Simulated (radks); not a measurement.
Results of a calculation; reference values are marked as such.
Q: All-electron atom: K+ in [Ar]. Code: a radial shooting solver on a logarithmic mesh with Libxc functionals. Model: Dirac Kohn-Sham, PBEsol, spin-unpolarised, spherical densities, finite nucleus; Fermi nuclear charge, rms radius 3.4349 fm.

Spin-orbit splittings of the eigenvalues, e(l+1/2) - e(l-1/2), with zeta = 2 splitting/(2l+1) and mean radii in bohr:

| shell | occ. | splitting (eV) | zeta (eV) | <r> j=l-1/2 | <r> j=l+1/2 |
|---|---|---|---|---|---|
| 2p | 6 | ? | ? | 0.3492 | 0.3516 |
| 3p | 6 | 0.2696 | 0.1797 | 1.421 | 1.429 |

Estimate the 2p splitting.

A: 2.887 eV (zeta = 1.924 eV).
